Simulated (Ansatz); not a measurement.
**triplet S: levels of theory in one basis**

A single S atom.

Basis set: STO-3G (spherical functions). Correlated methods keep 5 orbitals frozen. Correlation on ROHF uses semicanonical orbitals with singles. Charge 0, multiplicity 3.

Computed with Ansatz (development build ahead of 0.2.0); each method stands on the lowest determinant of its kind that the runs found.

```csv
method,E − E(ROHF) (eV),<S²> of the determinant
ROHF,0.00,2.00
ROHF-MP2,0.00,–
ROHF-CCSD,0.00,–
ROHF-CCSD(T),0.00,–
```

Is a single determinant a sound starting point here?

By this sign, yes. Unrestricted orbitals gain 0.00 eV and <S²> is 2.00 against 2.00 for a pure state.
